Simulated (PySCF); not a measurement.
## Bond curve of HgC

Set-up: PySCF, scalar-relativistic core potentials, basis sets Hg def2-SVPD with ECP60, C def2-SVPD. Energies in eV from Hg + C in their ground configurations at the same level. State: ³Σ⁻ (triplet), unpaired electrons π ↑↑.

All columns are PBE0. A positive dipole means Hg(−)C(+).

```json
{"R (Å)": "1.880", "E (eV)": "-0.287", "μ (D)": "-2.79", "Mulliken charge on Hg (basis-dependent)": "0.18", "HOMO (eV)": "-6.63", "LUMO (eV)": "-2.79", "Mayer bond order": "1.33", "⟨S²⟩": "2.02"}
{"R (Å)": "1.967", "E (eV)": "-0.542", "μ (D)": "-2.76", "Mulliken charge on Hg (basis-dependent)": "0.19", "HOMO (eV)": "-6.63", "LUMO (eV)": "-2.91", "Mayer bond order": "1.20", "⟨S²⟩": "2.03"}
{"R (Å)": "2.055", "E (eV)": "-0.673", "μ (D)": "-2.70", "Mulliken charge on Hg (basis-dependent)": "0.19", "HOMO (eV)": "-6.63", "LUMO (eV)": "-3.02", "Mayer bond order": "1.08", "⟨S²⟩": "2.03"}
{"R (Å)": "2.120", "E (eV)": "-0.716", "μ (D)": "-2.65", "Mulliken charge on Hg (basis-dependent)": "0.19", "HOMO (eV)": "-6.64", "LUMO (eV)": "-3.09", "Mayer bond order": "0.99", "⟨S²⟩": "2.03"}
{"R (Å)": "2.186", "E (eV)": "-0.726", "μ (D)": "-2.60", "Mulliken charge on Hg (basis-dependent)": "0.19", "HOMO (eV)": "-6.65", "LUMO (eV)": "-3.15", "Mayer bond order": "0.92", "⟨S²⟩": "2.03"}
{"R (Å)": "2.252", "E (eV)": "-0.713", "μ (D)": "-2.53", "Mulliken charge on Hg (basis-dependent)": "0.19", "HOMO (eV)": "-6.66", "LUMO (eV)": "-3.21", "Mayer bond order": "0.85", "⟨S²⟩": "2.03"}
{"R (Å)": "2.339", "E (eV)": "-0.674", "μ (D)": "-2.43", "Mulliken charge on Hg (basis-dependent)": "0.19", "HOMO (eV)": "-6.69", "LUMO (eV)": "-3.27", "Mayer bond order": "0.76", "⟨S²⟩": "2.03"}
{"R (Å)": "2.448", "E (eV)": "-0.604", "μ (D)": "-2.29", "Mulliken charge on Hg (basis-dependent)": "0.18", "HOMO (eV)": "-6.73", "LUMO (eV)": "-3.35", "Mayer bond order": "0.65", "⟨S²⟩": "2.02"}
{"R (Å)": "2.579", "E (eV)": "-0.511", "μ (D)": "-2.10", "Mulliken charge on Hg (basis-dependent)": "0.16", "HOMO (eV)": "-6.80", "LUMO (eV)": "-3.43", "Mayer bond order": "0.54", "⟨S²⟩": "2.02"}
{"R (Å)": "2.754", "E (eV)": "-0.392", "μ (D)": "-1.83", "Mulliken charge on Hg (basis-dependent)": "0.14", "HOMO (eV)": "-6.91", "LUMO (eV)": "-3.52", "Mayer bond order": "0.42", "⟨S²⟩": "2.01"}
```

A fit through these points gives, at Re = 2.179 Å, μ = -2.60 D and dμ/dR = 0.927 D/Å; the reduced mass is 11.33 u.

Question: How strong is the fundamental in the double-harmonic approximation, I = 42.26·(dμ/dR)²/μred km/mol?

Answer: I = 42.26·(0.927)²/11.33 = 3.21 km/mol at PBE0.

These are scalar-relativistic numbers at best; spin–orbit coupling would shift them, the dissociation energy most. The state was picked by a PBE0 search and need not be the measured ground state.
